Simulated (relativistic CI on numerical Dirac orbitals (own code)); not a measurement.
Cd³⁺: what numerical and physical settings do to a radial Dirac CI calculation

Reference input:

```
atom Cd  Z=48  charge=3  electrons=45
nucleus A=114  rms_radius_fm=4.6087
hamiltonian dirac-coulomb  breit=on  qed=on  c_scale=1
orbitals kli  potential=per-configuration
slater_scale 1
correlation none
mixing on
grid step=0.0125 r_max=50.3
scf mixing=0.4 start=green max_iterations=150 tolerance=2e-08 node_fill=0.05
configurations
  [Kr] 4d9
  [Kr] 4d8 5s
  [Kr] 4d8 4f
  [Kr] 4d8 5p
  [Kr] 4d8 5d
end
```

Computed lowest total energy -5584.74199 Ha, first excitation 5608.4 cm⁻¹, 56 SCF steps. Runs with settings changed; * marks those that are bad on purpose (the QED terms keep the true α when c is scaled):

```csv
Changed,Outcome,Lowest level,ΔE (Ha),First excitation (cm⁻¹),SCF steps,Message
"node fill of the KLI weights 0.5, speed of light × 2",converged,4d9 2D_5/2,94.1,1487.3,58,
"Slater scale 0.6, speed of light × 10",converged,4d9 2D_5/2,122,58.4,56,
"nuclear radius 4.1478 fm, iteration limit 20",converged,4d9 2D_5/2,-0.0222,5608.4,56,
"nuclear radius 4.1478 fm, SCF tolerance 1e-05",converged,4d9 2D_5/2,-0.0222,5608.4,45,
iteration limit 4 *,not converged,,,,4,SCF of 1s2 2s2 2p6 3s2 3p6 3d10 4s2 4p6 4d9 did not converge
configuration list: no such shell *,refused,,,,0,configuration [Kr] 4d8 2d: l must be smaller than n
```

With so few configurations and no correlation, terms lie too far apart (by 10 to 50 % near neutrality), their order can be wrong, and levels of other configurations are missing.
